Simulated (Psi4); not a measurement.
BN, triplet, geometry from GFN2-xTB, with bond 2-1 at 1.5 times its length; HF/aug-cc-pVDZ run with Psi4 1.11.

Here is a job for Psi4.
```
memory 2 GB

molecule {
0 3
B    -0.00000000   -0.00000000   -0.73991806
N     0.00000000    0.00000000    1.16272838
}

set {
  basis aug-cc-pvdz
  reference uhf
  stability_analysis check
  scf_type pk
}

energy('scf')
print_variables()
```

The log (banner, timings and long lists left out):

```
   => Loading Basis Set <=

    Name: AUG-CC-PVDZ
    Role: ORBITAL
    Keyword: BASIS

         ---------------------------------------------------------
                                   SCF
               by Justin Turney, Rob Parrish, Andy Simmonett
                          and Daniel G. A. Smith
                              UHF Reference
         ---------------------------------------------------------

  ==> Geometry <==

    Molecular point group: c2v
    Full point group: C_inf_v

    Geometry (in Angstrom), charge = 0, multiplicity = 3:

       Center              X                  Y                   Z               Mass
    ------------   -----------------  -----------------  -----------------  -----------------
         B            0.000000000000     0.000000000000    -1.065188501877    11.009305360000
         N            0.000000000000     0.000000000000     0.837457938123    14.003074004430

  Running in c2v symmetry.

  Rotational constants: A = ************  B =      0.75553  C =      0.75553 [cm^-1]
  Rotational constants: A = ************  B =  22650.23535  C =  22650.23535 [MHz]
  Nuclear repulsion =    9.734442502859332

  Charge       = 0
  Multiplicity = 3
  Electrons    = 12
  Nalpha       = 7
  Nbeta        = 5

  ==> Algorithm <==

  SCF Algorithm Type is PK.
  DIIS enabled.
  MOM disabled.
  Fractional occupation disabled.
  Guess Type is SAD.
  Energy threshold   = 1.00e-06
  Density threshold  = 1.00e-06
  Integral threshold = 1.00e-12

  ==> Primary Basis <==

  Basis Set: AUG-CC-PVDZ
    Blend: AUG-CC-PVDZ
    Number of shells: 18
    Number of basis functions: 46
    Number of Cartesian functions: 50
    Spherical Harmonics?: true
    Max angular momentum: 2

  ==> Integral Setup <==

  Using in-core PK algorithm.
   Calculation information:
      Number of atoms:                   2
      Number of AO shells:              18
      Number of primitives:             50
      Number of atomic orbitals:        50
      Number of basis functions:        46

      Integral cutoff                 1.00e-12
      Number of threads:                 1

  Performing in-core PK
  Using 1169642 doubles for integral storage.
  We computed 14706 shell quartets total.
  Whereas there are 14706 unique shell quartets.

  ==> DiskJK: Disk-Based J/K Matrices <==

    J tasked:                  Yes
    K tasked:                  Yes
    wK tasked:                  No
    Schwarz Cutoff:          1E-12

[...]
   @UHF iter  89:   -78.88572548191078   -4.59965e-03   1.92204e-03 ADIIS/DIIS
   @UHF iter  90:   -78.88946034322768   -3.73486e-03   1.35348e-03 ADIIS/DIIS
   @UHF iter  91:   -78.88631450571204    3.14584e-03   1.82295e-03 ADIIS/DIIS
   @UHF iter  92:   -78.88760324458686   -1.28874e-03   1.68837e-03 ADIIS/DIIS
   @UHF iter  93:   -78.88566903557222    1.93421e-03   2.00481e-03 ADIIS/DIIS
   @UHF iter  94:   -78.89746450773362   -1.17955e-02   9.88228e-04 ADIIS/DIIS
   @UHF iter  95:   -78.88729010838797    1.01744e-02   1.78414e-03 ADIIS/DIIS
   @UHF iter  96:   -78.88759427228194   -3.04164e-04   1.70171e-03 ADIIS/DIIS
   @UHF iter  97:   -78.88598360152646    1.61067e-03   1.91865e-03 ADIIS/DIIS
   @UHF iter  98:   -78.88648935021250   -5.05749e-04   1.90206e-03 ADIIS/DIIS
   @UHF iter  99:   -78.88592367806419    5.65672e-04   1.95761e-03 ADIIS/DIIS
   @UHF iter 100:   -78.88518251395168    7.41164e-04   2.06282e-03 ADIIS/DIIS

PsiException: Could not converge SCF iterations in 100 iterations.

  Failed to converge.

Traceback (most recent call last):
  File "psi4", line 375, in <module>
  File "<string>", line 25, in <module>
  File "site-packages/psi4/driver/driver.py", line 533, in energy
  File "site-packages/psi4/driver/procrouting/proc.py", line 2760, in run_scf
  File "site-packages/psi4/driver/procrouting/proc.py", line 2047, in scf_helper
  File "site-packages/psi4/driver/procrouting/scf_proc/scf_iterator.py", line 93, in scf_compute_energy
  File "site-packages/psi4/driver/procrouting/scf_proc/scf_iterator.py", line 86, in scf_compute_energy
  File "site-packages/psi4/driver/procrouting/scf_proc/scf_iterator.py", line 609, in scf_iterate

psi4.driver.p4util.exceptions.SCFConvergenceError: Could not converge SCF iterations in 100 iterations.

Printing out the relevant lines from the Psithon --> Python processed input file:
    core.IO.set_default_namespace("")
    core.set_global_option("BASIS", "aug-cc-pvdz")
    core.set_global_option("REFERENCE", "uhf")
    core.set_global_option("STABILITY_ANALYSIS", "check")
    core.set_global_option("SCF_TYPE", "pk")
--> energy('scf')
    print_variables()

!-------------------------------------------------------!
!                                                       !
!  Could not converge SCF iterations in 100 iterations. !
!                                                       !
!-------------------------------------------------------!
```

The run did not converge; its last values are not results.
